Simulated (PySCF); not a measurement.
Harmonic spectrum computed at PBE0 in the def2-SVP basis family (core potentials from Rb on, PySCF, no spin–orbit coupling):

```
ω (cm⁻¹)  IR (km/mol)
     116         93.1
     204         80.2
     276         12.8
     310         68.6
     352         37.2
     382          110
     667          115
     697          163
     718         58.1
     925         49.0
     935          131
     984         66.7
    3824         75.8
    3835         73.0
    3886         92.5
```

Which molecule gave it? In each, all ligands are bound to the one heavy central atom.
A. Sn(OH)₃ (doublet)
B. As(OH)₃ (singlet)
C. Si(OH)₃ (doublet)
D. Ge(OH)₃ (doublet)
E. I(OH)₃ (singlet)

B. It has C1 symmetry with As–O 1.774 Å (×2), As–O 1.800 Å, O–H 0.965 Å, O–H 0.969 Å (×2).
